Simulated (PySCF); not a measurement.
Structure problem from calculated spectra and properties.

Formula: F4H4O2Si.

| Property | Result |
| --- | --- |
| 1H NMR | chemical shifts (computed TMS as zero) by class: 4.05 (4 H) ppm [GIAO PBE0/pcSseg-1] |
| UV, first state | lowest singlet excitation: 8.50 eV (146 nm, f = 0.000) [TDDFT CAM-B3LYP/def2-SVPD] |
| UV, strongest line | among the 10 lowest singlet transitions: S4 at 9.32 eV (133 nm, f = 0.153) [TDDFT CAM-B3LYP/def2-SVPD] |
| Rotational structure | rotational constants A, B, C: 2.407, 2.086, 2.034 GHz [PBE0-D3(BJ)/def2-SVP] |
| Triplet | lowest triplet excitation (Tamm–Dancoff): 8.41 eV [TDA CAM-B3LYP/def2-SVPD] |
| Dipole | 0.18 D [CAM-B3LYP/def2-SVPD] |
| XPS | Si2p3/2 109.9, O1s 542.2 (×2), F1s 691.7 (×4), Si1s 1850.5 eV [ΔSCF SCAN, pcX-2 on the ionised atom, pcseg-1 elsewhere, spin-free X2C, 2p3/2 from a spin–orbit splitting computed afterwards within the 2p shell] |
| Polarisability | 39.4 au [CAM-B3LYP/def2-SVPD] |
| NMR, other nuclei | isotropic shieldings of nuclei other than C and H, by class: 260 (2 O), 316 (4 F), 513 (1 Si) ppm [GIAO PBE0/pcSseg-1] |

Electronic properties: PySCF, gas phase, density fitting. Levels stand in brackets. Isolated species at its PBE0-D3(BJ)/def2-SVP geometry, gas phase. NMR values are class means; diastereotopic atoms form classes of their own.

Problem. What is the compound? Reason from the data.

Solution. All hydrogens form one class (4.05 ppm): hydrogen on oxygen. The other shieldings belong to: 260 ppm, oxygen bonded to Si and 2 H; 316 ppm, fluorine bonded to Si; 513 ppm, silicon bonded to 4 F and 2 O. The core levels belong to: Si2p3/2 109.9 eV, silicon bonded to 4 F and 2 O; O1s 542.2 eV, oxygen bonded to Si and 2 H; F1s 691.7 eV, fluorine bonded to Si; Si1s 1850.5 eV, silicon bonded to 4 F and 2 O. One atom of each topological class was ionised and stands for its class. By its constants the optimised geometry is an asymmetric top. Structure: trans-Si(H2O)2F4 (`O->[Si](<-O)(F)(F)(F)F`). The assignments are read from this structure; whether some other isomer fits the data as well wasn't checked.
